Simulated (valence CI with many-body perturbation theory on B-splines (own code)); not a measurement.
Cu XVII: electric-dipole lines

Method: relativistic CI+MBPT: three valence electrons over a frozen Dirac-Fock core [Ne], radial functions for each j: 11 s, 11 p, 9 d, 7 f, 5 g, 2 h, 1 i, with the one-electron correlation potential Σ1 (screened to all orders), the two-electron term Σ2, the three-electron term Σ3, Breit, model QED; selected single and double excitations, second order for the rest (own B-spline code, finite nucleus).

No measured levels were compared; by estimate levels of excited configurations hold to 0.05 to 0.15 % of their energy, terms of the ground configuration to about 0.5 %.

Lines 1 to 50 of 267 in falling wavelength, among levels below 168.96 eV, chosen from the strongest by gf and those to the six lowest levels. Wavelengths and rates use the calculated energies, so an error of 400 cm⁻¹ moves a line at 442.1 Å by 0.18 % and its rate by three times that or more. Electric multipoles are in the length gauge, E1 and E2 with the static RPA response of the core. Weak lines are less certain than strong ones. Lines between different terms over intervals too small for the method are left out, as are lines whose strength nearly cancels. Where a level lies close to another of its J and parity, the split of strength between their lines is uncertain. The highest levels of a list are the least certain.

Names give the largest LS component (configuration and term), which can be under half, so a name can repeat, a term be missing and a line seem to break the LS rules; names also repeat where a configuration has a term twice. Letters in brackets count levels of one name in rising energy.

| λ vac (Å) | Upper | Lower | A (s⁻¹) | S (a.u.) |
| --- | --- | --- | --- | --- |
| 442.1 | 3p³ ²D°_5/2 | 3s3p² ²P_3/2 | 9.14e+08 | 2.34e-01 |
| 410.7 | 3p²3d ²G_7/2 | 3s3p3d ²F°_5/2 [b] | 1.32e+09 | 3.62e-01 |
| 410.0 | 3s3p² ⁴P_1/2 | 3s²3p ²P°_3/2 | 2.22e+07 | 1.51e-03 |
| 393.6 | 3p²3d ²F_7/2 [a] | 3s3p3d ²F°_7/2 [a] | 9.29e+08 | 2.24e-01 |
| 388.5 | 3p²3d ²G_9/2 | 3s3p3d ²F°_7/2 [b] | 1.67e+09 | 4.85e-01 |
| 386.8 | 3s3p² ⁴P_3/2 | 3s²3p ²P°_3/2 | 1.67e+07 | 1.91e-03 |
| 371.9 | 3p²3d ²F_5/2 [a] | 3s3p3d ²F°_5/2 [a] | 1.90e+09 | 2.90e-01 |
| 364.4 | 3s3p² ⁴P_5/2 | 3s²3p ²P°_3/2 | 8.69e+07 | 1.24e-02 |
| 360.8 | 3s3p² ⁴P_1/2 | 3s²3p ²P°_1/2 | 8.45e+07 | 3.92e-03 |
| 352.2 | 3p²3d ²D_3/2 [b] | 3s3p3d ²P°_3/2 [b] | 1.16e+09 | 9.98e-02 |
| 348.3 | 3p²3d ²P_1/2 [b] | 3s3p3d ²D°_3/2 [b] | 3.09e+09 | 1.29e-01 |
| 342.7 | 3s3p² ⁴P_3/2 | 3s²3p ²P°_1/2 | 1.77e+06 | 1.41e-04 |
| 338.0 | 3p²3d ²F_5/2 [a] | 3s3p3d ²D°_3/2 [a] | 1.86e+09 | 2.12e-01 |
| 329.8 | 3p²3d ²P_3/2 [b] | 3s3p3d ²D°_5/2 [b] | 1.54e+09 | 1.09e-01 |
| 328.2 | 3p²3d ²S_1/2 | 3s3p3d ²P°_3/2 [b] | 2.60e+09 | 9.06e-02 |
| 327.4 | 3p²3d ²F_7/2 [a] | 3s3p3d ²D°_5/2 [a] | 1.34e+09 | 1.86e-01 |
| 323.9 | 3p³ ²P°_3/2 | 3s3p² ²P_3/2 | 3.77e+09 | 2.53e-01 |
| 322.4 | 3p³ ²P°_1/2 | 3s3p² ²P_1/2 | 4.65e+09 | 1.54e-01 |
| 319.8 | 3p²3d ²F_5/2 [b] | 3s3p3d ²D°_3/2 [b] | 2.69e+09 | 2.60e-01 |
| 315.9 | 3p²3d ²D_5/2 [b] | 3s3p3d ²P°_3/2 [b] | 2.11e+09 | 1.96e-01 |
| 312.3 | 3p²3d ²P_3/2 [a] | 3s3p3d ²D°_5/2 [a] | 1.89e+09 | 1.14e-01 |
| 312.1 | 3p²3d ²F_7/2 [b] | 3s3p3d ²D°_5/2 [b] | 3.26e+09 | 3.92e-01 |
| 311.0 | 3p²3d ²F_7/2 [a] | 3s3p3d ⁴D°_5/2 | 9.33e+08 | 1.11e-01 |
| 310.4 | 3p²3d ²G_9/2 | 3s3p3d ²F°_7/2 [a] | 5.28e+09 | 7.80e-01 |
| 303.2 | 3s3p3d ²F°_5/2 [a] | 3s²3d ²D_3/2 | 1.48e+09 | 1.22e-01 |
| 303.1 | 3p²3d ⁴F_3/2 | 3s3p3d ⁴D°_1/2 | 3.47e+09 | 1.91e-01 |
| 301.0 | 3p²3d ⁴F_7/2 | 3s3p3d ⁴D°_5/2 | 1.13e+09 | 1.22e-01 |
| 298.5 | 3p³ ²D°_3/2 | 3s3p² ²D_3/2 | 2.31e+09 | 1.21e-01 |
| 298.0 | 3p²3d ²F_5/2 [b] | 3s3p3d ²F°_5/2 [b] | 2.35e+09 | 1.84e-01 |
| 295.7 | 3p²3d ⁴D_3/2 | 3s3p3d ²D°_5/2 [a] | 2.14e+09 | 1.09e-01 |
| 295.5 | 3p²3d ²G_7/2 | 3s3p3d ²F°_5/2 [a] | 6.12e+09 | 6.23e-01 |
| 295.0 | 3s3p² ²D_3/2 | 3s²3p ²P°_3/2 | 2.55e+07 | 1.29e-03 |
| 294.9 | 3p³ ²D°_5/2 | 3s3p² ²D_5/2 | 3.89e+09 | 2.96e-01 |
| 294.0 | 3p²3d ²F_5/2 [b] | 3s3p3d ²F°_7/2 [b] | 1.92e+09 | 1.45e-01 |
| 293.5 | 3p²3d ⁴F_5/2 | 3s3p3d ⁴D°_3/2 | 3.69e+09 | 2.76e-01 |
| 292.6 | 3p²3d ⁴D_1/2 | 3s3p3d ⁴P°_1/2 | 4.84e+09 | 1.20e-01 |
| 290.7 | 3p²3d ⁴F_5/2 | 3s3p3d ⁴P°_5/2 | 1.25e+09 | 9.12e-02 |
| 290.4 | 3p²3d ⁴F_9/2 | 3s3p3d ⁴D°_7/2 | 4.36e+09 | 5.27e-01 |
| 290.2 | 3s3p² ²D_5/2 | 3s²3p ²P°_3/2 | 2.59e+09 | 1.87e-01 |
| 290.1 | 3p³ ²D°_5/2 | 3s3p² ²D_3/2 | 4.84e+08 | 3.50e-02 |
| 284.5 | 3s3p3d ²F°_7/2 [a] | 3s²3d ²D_5/2 | 2.70e+09 | 2.46e-01 |
| 283.8 | 3p²3d ²F_7/2 [b] | 3s3p3d ²F°_7/2 [b] | 4.23e+09 | 3.82e-01 |
| 283.1 | 3p³ ⁴S°_3/2 | 3s3p² ²D_3/2 | 3.77e+08 | 1.69e-02 |
| 282.8 | 3p²3d ⁴D_3/2 | 3s3p3d ⁴P°_3/2 | 3.40e+09 | 1.52e-01 |
| 282.7 | 3p²3d ⁴D_7/2 | 3s3p3d ²D°_5/2 [a] | 2.62e+09 | 2.33e-01 |
| 282.2 | 3p²3d ⁴D_5/2 | 3s3p3d ⁴P°_3/2 | 2.35e+09 | 1.56e-01 |
| 282.1 | 3p³ ²P°_3/2 | 3s3p² ²S_1/2 | 2.24e+09 | 9.91e-02 |
| 281.7 | 3p²3d ⁴D_5/2 | 3s3p3d ⁴D°_5/2 | 3.29e+09 | 2.17e-01 |
| 281.1 | 3p²3d ²P_1/2 [a] | 3s3p3d ²D°_3/2 [a] | 4.50e+09 | 9.87e-02 |
| 280.9 | 3p²3d ⁴F_7/2 | 3s3p3d ⁴P°_5/2 | 4.20e+09 | 3.68e-01 |
